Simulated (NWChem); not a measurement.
Species: C$_{2}$H$_{7}$NSn; SMILES C=[CH][SnH2][NH2]

```xyz
11

Sn    -0.3010     0.3358    -0.0024
N      1.1701     1.7586     0.1287
C      0.3966    -1.6294    -0.5109
C      0.3240    -2.6571     0.3404
H     -1.3819     0.9344    -1.1920
H     -1.0185     0.2337     1.5526
H      1.9356     1.4814     0.7414
H      1.5812     1.9834    -0.7761
H      0.8341    -1.7993    -1.5034
H     -0.1020    -2.5559     1.3461
H      0.6851    -3.6592     0.0762
```
Atoms are numbered in this order, from 1.

Computed with NWChem. All runs use the structure optimised with PBE0/def2-SVP. No frequency run checked for a minimum. def2 effective core potentials on Sn; no spin-orbit coupling. Vertical excitations in the gas phase; the lowest state need not have the same character in each row.

| level | lowest excitation, singlet (eV) | oscillator strength of that lowest state | orbital gap (eV) |
|---|---|---|---|
| PBE/def2-SVP, full TDDFT | 4.26 | 0.024 | 4.08 |
| B3LYP/def2-SVP, full TDDFT | 5.09 | 0.040 | 5.98 |
| LDA (Slater exchange, VWN5)/def2-SVP, full TDDFT | 4.17 | 0.022 | 3.98 |
